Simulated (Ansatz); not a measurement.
`FC(F)(F)COB(Cl)Cl` + HI → `ClB(Cl)I` + `OCC(F)(F)F` at 400 K and 1 bar (ligand exchange at a B–O bond).

Gas-phase electronic energies from Ansatz, PBE0-D4/def2-TZVP geometries. CCSD(T)/CBS adds triple-zeta CCSD(T) − MP2 to the extrapolated MP2 energy (def2 sets, frozen cores). Elements past krypton have def2 core potentials. For I outer-core shells are correlated without core-valence functions, which leaves a few kJ/mol of doubt a bond. Each species was taken in one conformer, which may not be the lowest.

```csv
species,CCSD(T)/CBS energy (Eh),H − E (kJ/mol),S (J/(mol·K))
`FC(F)(F)COB(Cl)Cl`,-1396.34406,186.8,456.0
HI,-298.03592,25.7,215.0
`ClB(Cl)I`,-1241.89456,39.7,338.8
`OCC(F)(F)F`,-452.45922,180.2,349.6
```

H − E and S are ideal-gas, rigid-rotor, harmonic terms from PBE0-D4/def2-TZVP, for one conformer and one mirror image of each species. 1 Eh = 2625.50 kJ/mol, R = 8.31446 J/(mol·K).

By hand: ΔE, ΔH, ΔS and ΔG.

ΔE = (-1241.89456) + (-452.45922) − (-1396.34406) − (-298.03592) = 0.02620 Eh = 68.8 kJ/mol. Δ(H − E) = 39.7 + 180.2 − 186.8 − 25.7 = 7.4, so ΔH = 76.2 kJ/mol. ΔS = 338.8 + 349.6 − 456.0 − 215.0 = 17.4 J/(mol·K). ΔG = 76.2 − 400 × (17.4)/1000 = 69.2 kJ/mol.

By hand: the equilibrium constant, and the temperature at which ΔG would vanish if ΔH and ΔS stayed fixed.

log₁₀ K = −ΔG/(RT ln 10) = -9.0. ΔG = 0 at ΔH/ΔS = 4379 K, far beyond where these terms or the molecules hold.

ΔH outweighs TΔS. A doubt of 5 kJ/mol in ΔE shifts log₁₀ K by 0.7 here. Other conformers and mirror images would add mixing entropy, several J/(mol·K) or more a flexible species. Modes under 60 cm⁻¹, often nearly free rotors, make the harmonic entropy too high. These are equilibria of isolated gas molecules and say nothing of rates. Largest T1 diagnostic: 0.012 (customary marks: 0.02 for closed shells, 0.045 for open ones).
